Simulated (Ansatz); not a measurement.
`C=[CH][ZnH]` and `C=CC` differ in one atom or group.

Ansatz, PBE0-D4/def2-TZVP geometries, multiplicity 1. 

Scalar relativity is left out up to krypton.

| property | `C=[CH][ZnH]` |
| --- | --- |
| size of the dipole moment (B3LYP/def2-TZVPP) / D | 0.45 |
| HOMO energy (B3LYP/def2-TZVPP) / eV | -7.44 |
| HOMO–LUMO gap (PBE/def2-TZVPP) / eV | 4.74 |
| HOMO energy (PBE0/def2-TZVPP) / eV | -7.61 |
| LUMO energy (PBE0/def2-TZVPP) / eV | -0.83 |
| HOMO energy (ωB97M-V/def2-TZVPP) / eV | -9.81 |

Q: What does the change do to each property? (Best estimate.)

A: The calculation gave: 
```json
{"property": "size of the dipole moment (B3LYP/def2-TZVPP) / D", "`C=CC`": "0.42", "shift": "-0.03"}
{"property": "HOMO energy (B3LYP/def2-TZVPP) / eV", "`C=CC`": "-7.15", "shift": "0.29"}
{"property": "HOMO–LUMO gap (PBE/def2-TZVPP) / eV", "`C=CC`": "5.64", "shift": "0.90"}
{"property": "HOMO energy (PBE0/def2-TZVPP) / eV", "`C=CC`": "-7.37", "shift": "0.24"}
{"property": "LUMO energy (PBE0/def2-TZVPP) / eV", "`C=CC`": "0.45", "shift": "1.28"}
{"property": "HOMO energy (ωB97M-V/def2-TZVPP) / eV", "`C=CC`": "-9.64", "shift": "0.17"}
```

With PBE0 the HOMO rises by 0.24 eV and the LUMO rises by 1.28 eV, so the gap widens by about 1.04 eV. PBE moves the HOMO by 0.19 eV and ωB97M-V by 0.17 eV. The zero-point energy changes by 84.3 kJ/mol with +6 modes. Dipoles are sizes alone; their direction can turn.

B3LYP here is the variant with VWN-RPA as its local correlation; programs differ in this.
